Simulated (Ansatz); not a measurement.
Cartesian coordinates in Å:
```
B -1.4665 -0.7608 0.5912
C -0.3295 0.0371 -0.0597
C -0.5669 1.1316 -1.0712
C 0.8849 -0.2925 0.3266
C 2.0702 -0.6362 0.7248
H -2.6066 -0.5204 0.3077
H -1.2160 -1.6201 1.3820
H -1.2201 1.9008 -0.6521
H 0.3623 1.6035 -1.3926
H -1.0734 0.7294 -1.9522
H 2.5306 -0.1632 1.5858
H 2.6309 -1.4093 0.2100
```

Charge 0, multiplicity 1.

Question: List the r2SCAN/def2-TZVPP orbital energies in eV (Ansatz 0.2.0). (Best estimate.)

Answer: Computed: Occupied: -274.11, -273.31, -273.23, -273.11, -180.15, -21.30, -19.45, -17.14, -13.64, -12.40, -11.59, -11.12, -10.55, -10.32, -8.78, -8.06, -6.90, -6.72. Lowest empty: -2.45, -0.39, 0.51, 1.42, 2.23, 2.94, 3.23, 3.46.
